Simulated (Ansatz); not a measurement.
Basis sets compared for `[H]/C=C/c1ccc(/C=C/c2ccccc2)cc1`. Charge 0, multiplicity 1. Geometry PBE-D4/def2-SVP. Ansatz on 2 threads of AMD EPYC 7R13 on a shared host and a share (18 GiB) of an NVIDIA H100 80GB HBM3; times are rough, and most runs start from earlier orbitals.

Cartesian coordinates in Å:
```
H -1.021 -3.019 -6.563
C -0.565 -2.492 -5.712
C -1.236 -2.345 -4.548
C -0.774 -1.671 -3.329
C -1.632 -1.609 -2.203
C -1.247 -0.980 -1.020
C 0.028 -0.373 -0.898
C 0.490 0.305 0.309
C -0.209 0.490 1.464
C 0.250 1.173 2.673
C -0.641 1.302 3.767
C -0.258 1.953 4.946
C 1.032 2.492 5.065
C 1.933 2.371 3.991
C 1.550 1.722 2.814
C 0.887 -0.438 -2.026
C 0.500 -1.067 -3.208
H 0.453 -2.097 -5.865
H -2.253 -2.771 -4.479
H -2.629 -2.073 -2.270
H -1.947 -0.961 -0.172
H 1.517 0.705 0.245
H -1.239 0.098 1.524
H -1.656 0.881 3.678
H -0.972 2.040 5.779
H 1.338 3.005 5.989
H 2.948 2.789 4.076
H 2.272 1.636 1.988
H 1.884 0.025 -1.959
H 1.200 -1.092 -4.056
```

Single mean-field runs in def2-TZVP are fitted with def2-universal-jkfit.

Binding counts from free atoms (H doublet, C triplet) in the same basis, without a counterpoise term.

| level | functions | energy (Eh) | HOMO (eV) | LUMO (eV) | binding per atom (eV) | wall time |
| --- | --- | --- | --- | --- | --- | --- |
| PBE-D4/def2-SVP | 294 | -616.8993 | -5.00 | -2.58 | 5.35 | 6 s |
| PBE0-D4/def2-SVP | 294 | -616.9585 | -5.81 | -1.88 | 5.25 | 5.5 s |

(1) Estimate the rows for PBE-D4/def2-TZVP, PBE0-D4/def2-TZVP.

Answers

(1) 
```
            level  functions  energy (Eh)  HOMO (eV)  LUMO (eV)  binding per atom (eV)  wall time
 PBE-D4/def2-TZVP        580    -617.5452      -5.06      -2.68                   5.27      4.7 s
PBE0-D4/def2-TZVP        580    -617.5965      -5.82      -1.96                   5.17        7 s
```
